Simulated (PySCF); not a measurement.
## Static response to an electric field

Species: CH₆F₂SeSi₂.
Cartesian coordinates in Å at the PBE0-D3(BJ)/def2-SVP level; atoms count from 1:
```xyz
12
CH6F2SeSi2 angstrom
F     -0.5980   -1.6758    0.0055
C     -1.5342   -0.7970   -0.4531
F     -2.7316   -1.1460    0.0837
Si    -1.0659    0.9773    0.1244
Se     0.9120    1.6183   -0.8015
Si     2.2173   -0.0034    0.1786
H     -1.5984   -0.9180   -1.5501
H     -1.0076    0.9451    1.6134
H     -2.1043    1.9270   -0.3634
H      3.5896    0.5783    0.2166
H      1.7294   -0.2757    1.5605
H      2.2316   -1.2572   -0.6241
```

Level: CAM-B3LYP/def2-SVPD (PySCF), static field, nuclei fixed, core orbitals frozen in the response. The polarisability tensor in these axes (au):

```
x   113.96  -2.53  -0.25
y    -2.53  93.56  -4.57
z    -0.25  -4.57  84.50
```

Task: What are the eigenvalues, a third of the trace, and Δα (Δα² = ½Σ(αi − αj)² over the three pairs)?

Result: Principal values 82.55, 95.20 and 114.28 au; mean 97.34 au = 14.42 Å³ = 16.05 × 10⁻⁴⁰ C²·m²/J; Δα = 27.66 au (28 % of the mean).

Task: What is the dipole moment, and where does it point?

Result: (0.45, 0.66, -0.43) D, 0.90 D in size, pointing from the negative to the positive side. Measured along this direction, the outermost atoms are F3 at the negative end and H10 and Se5 at the positive end.

Task: Traceless (Buckingham) quadrupole moment about the centre of nuclear charge: eigenvalues?

Result: -10.13, 3.31, 6.82 D·Å. The values depend on the origin, since the dipole doesn't vanish. The electronic extent ⟨r²⟩ about the same centre is 1520 bohr², a root-mean-square distance of 2.15 Å for the 92 electrons.

Task: Molar refractivity from α?

Result: Lorentz–Lorenz: R = (4π/3)N_A α = 2.5225 cm³/(mol·Å³) × 14.42 Å³ = 36.4 cm³/mol, in the limit of long wavelengths.

Task: Refractivity n − 1 of an ideal gas of it at 273.15 K and 1 atm, from the electronic α?

Result: N = p/kT = 2.6868 × 10¹⁹ cm⁻³, so n − 1 = 2π × N × 14.42 × 10⁻²⁴ cm³ = 2435 × 10⁻⁶ at long wavelengths.

Task: Find the Langevin capture rate constant for H3+ (3.023 u) meeting this molecule (191.914 u), k = 2.342 × 10⁻⁹ cm³/s × √(α in Å³ / reduced mass in u).

Result: The reduced mass is 2.98 u, so k = 5.16 × 10⁻⁹ cm³/s. The formula leaves out the permanent dipole, which adds to the capture rate.

Task: Rayleigh depolarisation ratio (linearly polarised light, static tensor)?

Result: ρ = 3Δα²/(45ᾱ² + 4Δα²) = 2295.2/(426417 + 3060.3) = 0.00534.

The structure is a single PBE0-D3(BJ)/def2-SVP conformer in the gas phase; no vibrational or solvent corrections. The calculation is non-relativistic, for selenium too.
